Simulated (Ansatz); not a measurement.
F3Lu (SMILES [F][Lu]([F])[F]), singlet, at a GFN2-xTB geometry (such geometries of metal compounds can be far from the true shape) (core potentials on Lu); Ansatz (an electronic-structure program) with LC-WPBE/def2-TZVP.

The Ansatz input:
Ansatz 0.2 input:
```yaml
crystal:
  periodic: [false, false, false]
  atoms:
    - {symbol: Lu, position_ang: [0.00000000, -0.00000000, 0.00000000]}
    - {symbol: F, position_ang: [-1.59775730, -0.97463938, 0.04652633]}
    - {symbol: F, position_ang: [0.01247464, 1.74527346, -0.67733296]}
    - {symbol: F, position_ang: [1.58528266, -0.77063408, 0.63080664]}
basis:
  gaussian:
    orbitals: def2-TZVP
hamiltonian:
  xc: lc_wpbe
```

What the program printed (banner, timings and long lists left out):

```
Functional definition: LC-wPBE
1222 factors; their error is unknown
251 factors; integrals over basis functions are off by at most 3.8e-4 eV
mean field evaluation 1: about -41797.1895 eV, gradient 7.7e1 eV
mean field evaluation 2: about -41790.5530 eV, gradient 1.3e2 eV
mean field evaluation 4: about -41805.3495 eV, gradient 1.5e0 eV
mean field evaluation 8: about -41805.3549 eV, gradient 1.8e-1 eV
mean field evaluation 16: about -41805.3550 eV, gradient 3.5e-5 eV
mean field -41805.35498711 eV, -1536.3184590891 hartree, gradient 3.5e-5 eV, S^2 0.000000; 0 other end points of the search recorded, 0 dependent functions left out
reference -41805.35498713 eV, -1536.3184590895 hartree; 35, 35 occupied and 154, 154 virtual orbitals, 1222 factors
Total energy: -41805.35498713 eV, -1536.3184590895 hartree
```
